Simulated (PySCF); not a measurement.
# C₆ coefficients of unlike pairs at r2SCAN0

Calculated with PySCF 2.14 from the dipole response of each species, C₆(A,B) = (3/π) ∫ α_A(iu) α_B(iu) du, in atomic units, from isotropic polarisabilities. For ions this is the dispersion term alone; charge-induced terms of lower order in 1/R come first.

| species | configuration | basis | relativity | α (bohr³) | C₆ (like pair) |
| --- | --- | --- | --- | --- | --- |
| Sc²⁺ | [Ar] 3d1 (2D) | aug-cc-pVTZ with one added diffuse shell each of s, p, d, f, g type (9s8p6d4f3g) | none | 4.702 | 14.05 |
| Co³⁺ | [Ar] 3d6 (5D) | dyall-av2z (16s12p7d2f) | none | 1.627 | 3.774 |
| Al⁺ | [Ne] 3s2 (1S) | dyall-av3z (19s12p3d2f) | none | 25.10 | 131.9 |
| Hg | [Xe] 4f14 5d10 6s2 (1S) | aug-cc-pVDZ-PP with ECP60MDF (5s5p4d2f) | core potential | 36.97 | 357.8 |

Q: Estimate C₆ for Co³⁺ with Sc²⁺.

A: The integral gives 6.938. The combination rule 2 C_A C_B / (C_A α_B/α_A + C_B α_A/α_B) gives 6.727 and the geometric mean 7.283.

No spin-orbit coupling is included.

The other pairs:

```csv
pair,C₆
"Al⁺, Co³⁺",14.90
"Hg, Al⁺",212.3
"Hg, Sc²⁺",66.12
"Al⁺, Sc²⁺",35.94
"Hg, Co³⁺",29.67
```
